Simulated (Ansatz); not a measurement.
Ideal-gas functions of `[OH][Ti]([OH])([OH])[I]` at 298.15 K and 1 bar, from an Ansatz frequency run at PBE0-D4/def2-TZVP.

Molar mass 225.79 g/mol, point group C1 (symmetry number 1), electronic degeneracy 1, moments of inertia 154.406, 550.704, 553.173 u Å². Harmonic wavenumbers (cm⁻¹, unscaled): 108, 116, 147, 167, 188, 216, 245, 275, 315, 366, 394, 480, 751, 806, 818, 3910, 3930, 3944.

Use S(trans) = R[1.5 ln M + 2.5 ln T − 1.1517]; rotational temperatures θ = 24.2544 K / I; S(rot) = R[ln(√π/σ · √(T³/θAθBθC)) + 1.5]; for each mode x = 1.438777 ν̃/T, S = R[x/(eˣ − 1) − ln(1 − e⁻ˣ)] and H = RT x/(eˣ − 1); 1 cm⁻¹ = 0.0119627 kJ/mol; R = 8.31446 J/(mol·K).

Q: By hand: the entropy, in J/(mol·K).

A: Translation 176.4. Rotation: θ = 0.1571, 0.044, 0.0438 K, giving 122.0. Vibration, mode by mode: 13.83, 13.25, 11.34, 10.33, 9.40, 8.34, 7.39, 6.55, 5.59, 4.59, 4.12, 2.97, 1.05, 0.85, 0.81, 0.00, 0.00, 0.00, in all 100.4. Electronic 0.0. Sum 398.8 J/(mol·K).

Q: By hand: H − E and G − E in kJ/mol, counted from the electronic energy.

A: Zero-point energy ½ × 17176 × 0.0119627 = 102.7; thermal vibration 16.5; translation, rotation and pV give 4 RT = 9.9. H − E = 129.1 kJ/mol, and G − E = 129.1 − 298.15 × 398.8/1000 = 10.2 kJ/mol.

Vibration gives 25 % of the entropy, 38.4 J/(mol·K) of it from the modes under 150 cm⁻¹: soft modes count most, and the harmonic formula is weakest for them. The sum counts one conformer and one mirror image; others add a mixing term.
